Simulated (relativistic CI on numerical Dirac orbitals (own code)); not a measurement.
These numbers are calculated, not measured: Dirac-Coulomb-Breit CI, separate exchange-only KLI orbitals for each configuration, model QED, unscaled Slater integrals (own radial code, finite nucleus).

Configuration list (outside the closed core 1s2): 2s²2p³, 2s2p⁴, 2p⁵, 2p⁴3s, 2p⁴3p, 2p⁴3d, 2s²2p²3s, 2s²2p²3p, 2s²2p²3d, 2s2p³3s, 2s2p³3p, 2s2p³3d, 2s²2p²4s, 2s²2p²4p, 2s²2p²4d, 2s²2p²4f, 2s²2p3s², 2s2p³4s, 2s2p³4p, 2s²2p3s3p, 2s2p³4d, 2s2p³4f, 2s²2p²5s, 2s²2p3s3d, 2s²2p²5p, 2s²2p3p², 2s²2p²5d, 2s²2p²5f, 2s²2p²5g, 2s²2p3p3d, 2s2p²3s², 2s²2p3d², 2s2p²3s3p, 2s2p²3s3d, 2s2p²3p², 2s2p²3p3d. Levels of other configurations are missing.

At this charge energies of transitions that change n are usually good to better than 1 %, and those within a shell (Δn = 0) to a few per cent.

Outline of the computed level scheme of Tm LXIII. Lowest level of each configuration: 2s²2p³ ²P°3/2 at 0.00 eV; 2s2p⁴ ⁴P5/2 at 1313.67 eV; 2p⁵ ²P°3/2 at 2792.80 eV; 2s²2p²3s ⁴P1/2 at 7636.55 eV; 2s²2p²3p ²P°1/2 at 7730.82 eV; 2s²2p²3d ²D3/2 at 8125.74 eV; 2s2p³3s ⁴P°5/2 at 8922.36 eV; 2s2p³3p ⁴P3/2 at 9026.93 eV.

Some strong electric-dipole decays among the lowest 45 levels: 2s²2p²3d ²D5/2 → 2s²2p³ ²P°3/2 (1.1e+15 s⁻¹); 2s2p³3p ²P1/2 → 2s²2p³ ²P°3/2 (5.0e+14 s⁻¹); 2s2p³3p ²D5/2 → 2s²2p³ ²P°3/2 (4.2e+14 s⁻¹); 2s2p³3p ²D3/2 → 2s²2p³ ²P°3/2 (3.8e+14 s⁻¹); 2s²2p²3d ²D3/2 → 2s²2p³ ²P°3/2 (1.9e+14 s⁻¹); 2s2p³3p ⁴P3/2 → 2s²2p³ ²P°3/2 (1.7e+14 s⁻¹); 2s²2p²3s ⁴P1/2 → 2s²2p³ ²P°3/2 (1.6e+14 s⁻¹); 2s²2p²3s ²P1/2 → 2s²2p³ ⁴S°3/2 (1.4e+14 s⁻¹).

LS names give the leading component of a level, which can be under half, so a name can repeat, a term be missing and a line seem to break the LS rules.
